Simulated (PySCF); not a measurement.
Isomers of C6H9NSi, one GFN2-xTB conformer each. Single-point energies are computed at PBE0/pcSseg-1 (PySCF, gas phase, no added dispersion term), electronic only.

Question: Rank them by PBE0/pcSseg-1 energy, lowest first (kcal/mol).
A. `[NH2:1][SiH2:2][C:3]1=[CH:4][C@@H:5]2[CH:6]=[CH:7][C@H:8]12` with H–N1–Si2–C3 -45° and 178°, N1–Si2–C3–C4 -5°
B. `[H]/[N:4]=[C:3](\[CH:2]=[CH2:1])[CH2:5][C:6]#[C:7][SiH3:8]` with C1–C2–C3–N4 -19°, C2–C3–C5–C6 60°
C. `[cH:1]1[cH:2][cH:3][n:4]([C@H:5]2[CH2:6][SiH2:7]2)[cH:8]1` with C3–N4–C5–C6 144°
D. `[SiH3:1][NH:2][c:3]1[cH:4][cH:5][cH:6][cH:7][cH:8]1` with Si1–N2–C3–C4 180°
E. `[SiH3:1][CH2:2][c:3]1[cH:4][cH:5][n:6][cH:7][cH:8]1` with Si1–C2–C3–C4 89°
F. `[CH2:1]=[CH:2][SiH2:3][n:4]1[cH:5][cH:6][cH:7][cH:8]1` with C1–C2–Si3–N4 -177°, C2–Si3–N4–C5 -91°

Answer: D (0.0), E (14.4), F (22.0), C (49.5), A (71.1), B (77.9).

As drawn, the lowest has an aromatic ring, which the highest lacks; the highest has a C≡C bond, a C=N bond and an Si–C bond, which the lowest lacks. GFN2-xTB itself gives, in the same order: 0.0, 21.4, 29.6, 48.7, 77.9, 90.0. Both levels put the same isomer lowest; measured from each level's own lowest isomer, the values differ by up to 12.1 kcal/mol ([H]/N=C(\C=C)CC#C[SiH3]: 90.0 against 77.9).

Question: Which frontier levels, dipoles and rotational constants go with these structures?

Answer: 
```
                      SMILES  HOMO (eV, PBE0/pcSseg-1)  LUMO (eV)  dipole (D)       A, B, C (MHz)
             [SiH3]Nc1ccccc1                     -6.00      -0.07        1.14   4813, 1012, 844.1
             [SiH3]Cc1ccncc1                     -7.28      -0.69        2.71   4094, 1016, 923.3
            C=C[SiH2]n1cccc1                     -6.16      -0.73        1.99  4967, 898.0, 879.9
     c1ccn([C@H]2C[SiH2]2)c1                     -6.01      -0.13        2.34   4777, 1062, 999.8
N[SiH2]C1=C[C@@H]2C=C[C@H]12                     -6.96      -0.58        1.04   4501, 1053, 949.7
     [H]/N=C(\C=C)CC#C[SiH3]                     -7.48      -1.48        2.21  3327, 694.2, 617.4
```

Question: As an exercise, what shares would exp(−E/RT) give at 2000 K from these electronic energies alone (no entropy, no degeneracies)?

Answer: RT = 3.974 kcal/mol: [SiH3]Nc1ccccc1 97.0 %, [SiH3]Cc1ccncc1 2.6 %, C=C[SiH2]n1cccc1 0.4 %, c1ccn([C@H]2C[SiH2]2)c1 under 0.1 %, N[SiH2]C1=C[C@@H]2C=C[C@H]12 under 0.1 %, [H]/N=C(\C=C)CC#C[SiH3] under 0.1 %.
